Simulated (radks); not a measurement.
Effect of the nuclear size on the fluorine ion F+, [He] 2s2 2p4. All-electron calculation, Dirac Kohn-Sham, relativistic LDA (MacDonald-Vosko exchange, VWN5 correlation), spin-unpolarised, spherical densities, finite nucleus; open shells fill j = l - 1/2 first; Fermi nuclear charge, rms radius 2.8976 fm. Program: a radial shooting solver on a logarithmic mesh with Libxc functionals. The rms radius is varied about that value; shifts are against it.

rms radius (fm)  total energy shift (eV)  density at nucleus (e/bohr^3)  1s1/2 shift (meV)
2.3673                         -0.000236                          460.9             -0.095
2.7208                        -0.0000837                          460.6             -0.034
2.8976                                 0                          460.4              0.000
3.1439                          0.000125                          460.2              0.050
3.1932                          0.000152                          460.1              0.061

Slopes of the eigenvalues against <r^2> in GHz/fm^2, as finite differences over the two radii next to the reference (eigenvalue slopes, not the field-shift constants of lines): 1s1/2 8.17.
